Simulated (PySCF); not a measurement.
## Core-level binding energies of Ge(NMe2)Cl3

Compound: Ge(NMe2)Cl3, C2H6Cl3GeN.
Bonds: Ge1–N2, Ge1–Cl11, Ge1–Cl12, Ge1–Cl13, N2–C3, N2–C4. Hydrogens: H5, H6, H7 on C3; H8, H9, H10 on C4.

Theory: delta-SCF UKS SCAN, pcX-2 on the ionised atom, pcseg-1 elsewhere, spin-free X2C (PySCF). Vertical ΔSCF values, vacuum level as zero.

Question: Give the core binding energies atom by atom.

Answer: 
| atom(s) | environment | level | binding energy (eV) | 2p1/2 (eV) | count |
| --- | --- | --- | --- | --- | --- |
| Cl11/Cl12/Cl13 | chlorine bonded to Ge | Cl 1s | 2828.71 | – | 3 |
| N2 | nitrogen bonded to 2 C and Ge | N 1s | 405.13 | – | 1 |
| C3/C4 | carbon bonded to N and 3 H | C 1s | 291.99 | – | 2 |
| Cl11/Cl12/Cl13 | chlorine bonded to Ge | Cl 2p3/2 | 206.11 | 207.76 | 3 |

Question: Which effective nuclear charge Zeff reproduces each element's mean 1s value in the hydrogen-like formula E = 13.606 eV × Zeff²?

Answer: C (Z = 6): mean 292.0 eV, Zeff = 4.63, Z − Zeff = 1.37; N (Z = 7): mean 405.1 eV, Zeff = 5.46, Z − Zeff = 1.54; Cl (Z = 17): mean 2828.7 eV, Zeff = 14.42, Z − Zeff = 2.58. Means run over the listed sites, weighted by atom count.

Question: Express the binding energy of C 1s of C3/C4 in atomic units and per mole.

Answer: 291.99 eV = 10.7304 Eh = 28173 kJ/mol.

One atom of each set of topologically equivalent atoms was ionised and stands for the set; in this conformer not all members are related by symmetry, and their own values weren't computed. The 2p values add to the ΔSCF energy of one spin-free hole a correction within the shell (spin–orbit coupling, ligand field). 2p1/2 minus 2p3/2 (ligand field included): Cl 1.65 eV. No level of germanium is listed. Geometry: PBE0-D3(BJ)/def2-SVP; no solvent, vibrations or thermal averaging.

The run took 70 s wall on one thread, AMD EPYC (x86_64), shared host with 64 logical CPUs at a one-minute load of 60, and the process peaked at 0.73 GiB of memory.
